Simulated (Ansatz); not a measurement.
Ansatz (an electronic-structure program) input for C2H3O2, SMILES [CH2]C(O)=O, multiplicity 2, CAM-B3LYP/def2-SVPD. Geometry: ωB97X-D3(BJ)/def2-SVP. The isomer is the one that the SMILES or the coordinates give; other isomers of the formula were not compared. Other conformers were not sampled.

Ansatz 0.2 input:
```yaml
crystal:
  periodic: [false, false, false]
  atoms:
    - {symbol: C, position_ang: [0.26235963, -1.38539834, 0.00000000]}
    - {symbol: C, position_ang: [-0.10743821, 0.02060235, 0.00000000]}
    - {symbol: O, position_ang: [-1.24911835, 0.43256846, 0.00000000]}
    - {symbol: O, position_ang: [0.96093755, 0.84900545, 0.00000000]}
    - {symbol: H, position_ang: [1.31080307, -1.68939594, 0.00000000]}
    - {symbol: H, position_ang: [-0.53932913, -2.12524800, 0.00000000]}
    - {symbol: H, position_ang: [0.60444388, 1.75082861, 0.00000000]}
basis:
  gaussian:
    orbitals: def2-SVPD
hamiltonian:
  xc: {name: CAM-B3LYP}
magnetization: {spin_polarized: true, initial_magnetization: 1}
```

Log of the run:

```
WARN ansatz: RAYON_NUM_THREADS=1 ignored (pool sized by the plan → 1); use --threads N
Functional definition: CAM-B3LYP
integrals: 0.04 GiB planned
900 factors; their error is unknown
integrals: 0.07 GiB planned
356 factors; integrals over basis functions are off by at most 2.7e-5 eV
mean field: 0.54 GiB planned
mean field evaluation 1: about -6203.8583 eV, gradient 3.8e1 eV
mean field evaluation 2: about -6200.3209 eV, gradient 5.1e1 eV
mean field evaluation 4: about -6209.1257 eV, gradient 2.7e0 eV
mean field evaluation 8: about -6209.1580 eV, gradient 8.9e-2 eV
mean field evaluation 16: about -6209.1384 eV, gradient 1.1e-3 eV
mean field -6209.13843823 eV, -228.1816288997 hartree, gradient 3.9e-5 eV, S^2 0.759123; 0 other end points of the search recorded, 0 dependent functions left out
reference -6209.13855614 eV, -228.1816332328 hartree; 16, 15 occupied and 94, 95 virtual orbitals, 900 factors
Total energy: -6209.13855614 eV, -228.1816332328 hartree
```

The calculation finished and met its thresholds.
